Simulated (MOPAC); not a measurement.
MOPAC input (PM3):

```
PM3 FORCE THERMO(298,298) PRECISE LET UHF MS=0.5 GEO-OK AUX(PRECISION=9) THREADS=1
C5H11O

C    -2.66049309 1   -0.56503192 1   -0.39118749 1
C    -1.46308683 1    0.10180763 1    0.24790152 1
C    -0.18120227 1   -0.23545579 1   -0.49701127 1
C     1.04453274 1    0.45545106 1    0.12174792 1
C     2.17929470 1    0.46653843 1   -0.82847715 1
O     1.34733652 1   -0.22351979 1    1.32880116 1
H    -2.56081433 1   -1.65867711 1   -0.39482634 1
H    -3.58537130 1   -0.32198956 1    0.14721300 1
H    -2.79452069 1   -0.24686860 1   -1.43378229 1
H    -1.37695682 1   -0.20982522 1    1.30751730 1
H    -1.61036756 1    1.20022486 1    0.27096762 1
H    -0.27256931 1    0.07340723 1   -1.55790451 1
H    -0.03163183 1   -1.33365587 1   -0.51459637 1
H     0.80147848 1    1.52449738 1    0.35909244 1
H     2.04321360 1    0.82571568 1   -1.84046281 1
H     3.15137387 1    0.06486189 1   -0.57119285 1
H     2.13137912 1    0.17872257 1    1.67740645 1
```

From the output:

```
     H   17   0.004617   0.044486   0.007303   0.034576   8.583001

          HEAT OF FORMATION =     -40.206919 KCALS/MOLE

          ZERO POINT ENERGY      93.120 KCAL/MOL

           NORMAL COORDINATE ANALYSIS (Total motion = 1 Angstrom)

   Root No.       1         2         3         4         5         6         7         8

                 1 A       2 A       3 A       4 A       5 A       6 A       7 A       8 A

                  61.9      78.3     188.6     192.1     226.3     238.1     355.0     404.0

           1   -0.0013    0.0093    0.0048    0.0045   -0.0050    0.0087   -0.0567   -0.0087
           2   -0.0014   -0.0049   -0.0169   -0.0209    0.0241   -0.0237   -0.0429    0.0085
           3   -0.0198   -0.0548    0.0049   -0.0004   -0.0003    0.0001   -0.0003   -0.0007
           4   -0.0013    0.0091    0.0040    0.0035   -0.0034    0.0068   -0.0506   -0.0048
           5   -0.0012    0.0008    0.0084    0.0101   -0.0189    0.0261    0.0116   -0.0450
           6    0.0556    0.0175   -0.0236    0.0115    0.0045   -0.0051    0.0070   -0.0093
           7   -0.0004    0.0042   -0.0075   -0.0109    0.0102   -0.0107   -0.0034   -0.0055
           8   -0.0014    0.0027    0.0136    0.0166   -0.0251    0.0331   -0.0009   -0.0355
           9   -0.0150    0.0624    0.0030   -0.0135    0.0112   -0.0158    0.0225   -0.0244
          10   -0.0000    0.0048   -0.0074   -0.0108    0.0091   -0.0084    0.0101   -0.0071
          11   -0.0057    0.0053    0.0072    0.0088   -0.0012    0.0072    0.0033    0.0233
          12   -0.0132    0.0105    0.0036   -0.0027   -0.0051   -0.0003   -0.0081    0.0272
          13    0.0068    0.0172    0.0199    0.0230   -0.0171    0.0182    0.0338    0.0557
          14   -0.0193    0.0130   -0.0048   -0.0079    0.0078   -0.0093    0.0032    0.0157
          15    0.0213   -0.0292    0.0060    0.0055   -0.0004    0.0140   -0.0245   -0.0108
          16   -0.0033   -0.0393   -0.0144   -0.0113    0.0073   -0.0142    0.0565   -0.0254
          17    0.0256   -0.0140   -0.0006    0.0024   -0.0056   -0.0434    0.0234    0.0246
          18   -0.0236    0.0005    0.0038   -0.0011   -0.0047    0.0123    0.0000    0.0238
          19    0.0425    0.0495   -0.0205    0.0001    0.0136   -0.0128   -0.0774    0.0076
          20   -0.0700    0.0016   -0.1572    0.0678    0.0338   -0.0305   -0.0652    0.0278
          21   -0.0793   -0.0696   -0.0639    0.0526   -0.0035    0.0063   -0.0030    0.0026
          22   -0.0010    0.0133    0.0232    0.0268   -0.0371    0.0461   -0.0064   -0.0560
          23   -0.0016   -0.0065   -0.0243   -0.0297    0.0368   -0.0385   -0.0635    0.0274
          24    0.0395   -0.0835    0.1668   -0.1169    0.0020   -0.0080   -0.0021    0.0018
          25   -0.0452   -0.0349    0.0120   -0.0129    0.0073   -0.0062   -0.0875    0.0197
          26    0.0667   -0.0146    0.1084   -0.1273    0.0401   -0.0470   -0.0639    0.0272
          27   -0.0793   -0.0696   -0.0636    0.0525   -0.0036    0.0064   -0.0031    0.0021
          28    0.0423    0.0503   -0.0049    0.0195   -0.0127    0.0176   -0.0471   -0.0215
          29   -0.0616    0.0141    0.0314    0.0005   -0.0233    0.0284    0.0216   -0.0604
          30    0.1121    0.0267   -0.0419    0.0240    0.0037   -0.0025    0.0020   -0.0061
          31   -0.0448   -0.0278    0.0269    0.0050   -0.0161    0.0224   -0.0533   -0.0116
          32    0.0598   -0.0094   -0.0058    0.0309   -0.0286    0.0402    0.0014   -0.0444
          33    0.1125    0.0266   -0.0419    0.0242    0.0034   -0.0024    0.0020   -0.0071
          34   -0.0045    0.0321   -0.0060   -0.0209    0.0151   -0.0181    0.0348   -0.0512
          35    0.0433   -0.0357   -0.0041    0.0338   -0.0362    0.0455   -0.0174   -0.0075
          36   -0.0448    0.0982    0.0146   -0.0293    0.0212   -0.0276    0.0494   -0.0635
          37    0.0025   -0.0244   -0.0105   -0.0048   -0.0012    0.0013   -0.0182    0.0152
          38   -0.0459    0.0399    0.0291   -0.0040   -0.0166    0.0215    0.0276   -0.0806
          39   -0.0441    0.0975    0.0145   -0.0289    0.0209   -0.0275    0.0484   -0.0629
          40   -0.0013    0.0293   -0.0143   -0.0239    0.0325   -0.0254    0.0066   -0.0058
          41   -0.0258    0.0167    0.0064    0.0070    0.0072   -0.0027    0.0002    0.0344
          42   -0.0327    0.0093    0.0074    0.0035   -0.0085   -0.0011   -0.0098    0.0375
          43    0.0121    0.0395   -0.0362   -0.0610   -0.1572    0.0864    0.0589    0.1392
          44   -0.0422    0.0327    0.0446    0.0592    0.0809   -0.0564    0.0236    0.0409
          45    0.0355   -0.0303   -0.0435   -0.0649   -0.0971    0.0675   -0.0253    0.0096
          46    0.0081    0.0032    0.1064    0.1464    0.1195   -0.0248    0.0347    0.0415
          47   -0.0063   -0.0007   -0.0624   -0.0864   -0.0577    0.0236   -0.0140   -0.0197
          48    0.0351   -0.0586    0.0526    0.0755    0.0971   -0.0056   -0.0418   -0.0637
          49   -0.0031   -0.0387   -0.0116   -0.0069   -0.0054   -0.0348    0.0530   -0.0270
          50    0.0226   -0.0169   -0.0465   -0.0695    0.2102    0.3064    0.0827    0.0564
          51   -0.0243   -0.0316    0.0119    0.0202   -0.0808   -0.1163    0.0229   -0.0137

   Root No.       9        10        11        12        13        14        15        16

                 9 A      10 A      11 A      12 A      13 A      14 A      15 A      16 A

                 502.9     532.2     666.0     784.1     898.0     934.3     946.2    1019.1

           1   -0.0206   -0.0256    0.0017   -0.0005   -0.0016    0.0036    0.0144   -0.0035
           2   -0.0168   -0.0091   -0.0005   -0.0002   -0.0034    0.0067    0.0370   -0.0096
           3   -0.0004   -0.0007   -0.0003   -0.0016   -0.0171    0.0005   -0.0059   -0.0152
           4   -0.0168   -0.0164   -0.0004   -0.0003    0.0001   -0.0006   -0.0001    0.0002
           5    0.0238   -0.0122    0.0127    0.0011   -0.0044    0.0050    0.0229   -0.0016
           6   -0.0068    0.0000   -0.0005   -0.0293   -0.0154    0.0004    0.0004    0.0199
           7    0.0440    0.0192    0.0171    0.0071   -0.0136    0.0105    0.0145    0.0294
           8   -0.0021   -0.0160   -0.0023   -0.0024    0.0070   -0.0097   -0.0404    0.0040
           9   -0.0140   -0.0045    0.0026   -0.0235    0.0404   -0.0010    0.0055   -0.0189
          10    0.0498    0.0254    0.0076    0.0024    0.0017   -0.0171   -0.0222   -0.0040
          11   -0.0256    0.0561   -0.0249   -0.0039    0.0016    0.0061    0.0124    0.0007
          12    0.0374   -0.0335    0.0187    0.0034    0.0040    0.0069   -0.0140   -0.0170
          13   -0.0047    0.0076   -0.0668   -0.0019    0.0016   -0.0274    0.0031   -0.0029
          14    0.0098    0.0488    0.0220    0.0009    0.0035    0.0200   -0.0166    0.0040
          15    0.0053    0.0404   -0.0492   -0.0008    0.0006    0.0592   -0.0046    0.0005
          16   -0.0337   -0.0090   -0.0048   -0.0065    0.0089    0.0116   -0.0043   -0.0109
          17    0.0085   -0.0435    0.0127    0.0042   -0.0059   -0.0194    0.0038    0.0045
          18    0.0003   -0.0157    0.0070    0.0098   -0.0157   -0.0350    0.0093    0.0229
          19   -0.0487   -0.0274   -0.0071   -0.0806   -0.1231   -0.0143   -0.1271   -0.0605
          20   -0.0371   -0.0105   -0.0093    0.0029    0.0099   -0.0125   -0.0592    0.0069
          21    0.0017   -0.0004   -0.0010    0.0400    0.0503   -0.0018    0.0073    0.0218
          22    0.0266   -0.0241    0.0225    0.0041   -0.0303    0.0488    0.2386   -0.0448
          23   -0.0363   -0.0102   -0.0090   -0.0022    0.0084   -0.0118   -0.0544    0.0067
          24    0.0018   -0.0021    0.0000    0.0362    0.0544   -0.0012    0.0124    0.0218
          25   -0.0399   -0.0292   -0.0081    0.0752    0.1472   -0.0199   -0.0549    0.0908
          26   -0.0373   -0.0120   -0.0083   -0.0075    0.0080   -0.0126   -0.0597    0.0080
          27    0.0018   -0.0010   -0.0007    0.0403    0.0497   -0.0000    0.0161    0.0201
          28   -0.0272   -0.0301   -0.0042    0.0756    0.1217   -0.0111   -0.0114    0.0298
          29    0.0140   -0.0247    0.0189   -0.1435    0.0127   -0.0007    0.0168    0.0785
          30   -0.0059    0.0025   -0.0068    0.1000    0.0284   -0.0010   -0.0028   -0.0187
          31   -0.0183   -0.0246    0.0006   -0.0804   -0.1020   -0.0092   -0.0569   -0.0516
          32    0.0247   -0.0140    0.0043    0.1441   -0.0079   -0.0023   -0.0166   -0.0981
          33   -0.0054    0.0017   -0.0060    0.1012    0.0278    0.0001    0.0019   -0.0200
          34    0.0072    0.0324    0.0087    0.0543   -0.0883    0.0238    0.0096    0.1848
          35    0.0478   -0.0293    0.0279   -0.1163    0.1034   -0.0100   -0.0268    0.0576
          36   -0.0629    0.0095   -0.0207    0.0726   -0.0555    0.0053   -0.0051    0.0152
          37    0.1164   -0.0099    0.0571   -0.0247    0.0437    0.0104   -0.0228   -0.0883
          38   -0.0226   -0.0149   -0.0077    0.1159   -0.0905   -0.0061   -0.0950   -0.0371
          39   -0.0598    0.0087   -0.0191    0.0685   -0.0482    0.0012   -0.0148    0.0060
          40    0.0755    0.0575    0.0284   -0.0091    0.0229   -0.0078    0.0095   -0.1028
          41   -0.0246    0.0905   -0.0219   -0.0047   -0.0054   -0.0456    0.0672   -0.0849
          42    0.0205   -0.0133    0.0111    0.0092   -0.0162   -0.0542    0.0286   -0.0510
          43   -0.0848    0.0261    0.2347    0.0100   -0.0030    0.1797   -0.0180   -0.0012
          44    0.0531   -0.0701   -0.1230    0.0052   -0.0023    0.2866   -0.0324    0.0158
          45   -0.0506    0.1129    0.1507    0.0015    0.0021   -0.0000   -0.0049   -0.0050
          46   -0.0560    0.0565    0.2332    0.0036    0.0029   -0.0243   -0.0095   -0.0024
          47    0.0358    0.0871   -0.1607   -0.0092    0.0089   -0.1989    0.0023    0.0002
          48   -0.0299    0.1391    0.1301   -0.0044    0.0076   -0.1578   -0.0007   -0.0032
          49   -0.0316   -0.0056   -0.0042   -0.0061    0.0084    0.0102   -0.0048   -0.0102
          50   -0.0220   -0.1057    0.0047    0.0013   -0.0032   -0.0126    0.0151    0.0043
          51   -0.0710   -0.0292   -0.0062   -0.0037    0.0006   -0.0218    0.0364    0.0139

   Root No.      17        18        19        20        21        22        23        24

                17 A      18 A      19 A      20 A      21 A      22 A      23 A      24 A

                1028.2    1075.4    1082.0    1126.2    1137.0    1150.4    1154.0    1205.2

           1   -0.0110    0.0037   -0.0041   -0.0604    0.0223    0.0044    0.0042   -0.0063
           2   -0.0194    0.0080    0.0043    0.0152   -0.0106    0.0045    0.0123    0.0099
           3   -0.0045   -0.0078   -0.0108    0.0195    0.0369    0.0014    0.0091    0.0018
           4    0.0025   -0.0009    0.0033    0.0601   -0.0255   -0.0046    0.0015    0.0012
           5    0.0084   -0.0047    0.0100   -0.0137    0.0215   -0.0126   -0.0419   -0.0203
           6    0.0030    0.0163    0.0101   -0.0158   -0.0347    0.0277   -0.0165   -0.0023
           7    0.0296   -0.0276   -0.0444    0.0143   -0.0083   -0.0068   -0.0037   -0.0113
           8   -0.0004    0.0048   -0.0074    0.0063   -0.0190    0.0088    0.0485   -0.0001
           9    0.0008   -0.0196   -0.0182    0.0011   -0.0000   -0.0298    0.0079   -0.0068
          10   -0.0196    0.0281    0.0312    0.0050    0.0032    0.0000    0.0194   -0.0283
          11    0.0184   -0.0233   -0.0077    0.0086   -0.0057    0.0073    0.0082   -0.0356
          12   -0.0145    0.0306   -0.0035   -0.0005   -0.0027   -0.0004   -0.0077    0.0088
          13   -0.0159    0.0014   -0.0042   -0.0060    0.0022   -0.0008   -0.0118    0.0130
          14   -0.0434    0.0112   -0.0064   -0.0076    0.0038   -0.0054   -0.0163    0.0198
          15    0.0043    0.0034    0.0044   -0.0019    0.0022   -0.0009    0.0003    0.0022
          16   -0.0021    0.0090    0.0001   -0.0010   -0.0006   -0.0000    0.0005   -0.0025
          17    0.0058   -0.0000    0.0034    0.0005    0.0010   -0.0001    0.0038   -0.0038
          18    0.0003   -0.0310    0.0226    0.0025    0.0029    0.0038    0.0117   -0.0149
          19    0.0150   -0.0482   -0.0460   -0.0605    0.1931   -0.0143   -0.0038   -0.0192
          20    0.0244   -0.0072    0.0060   -0.0207    0.0134   -0.0080   -0.0274   -0.0092
```
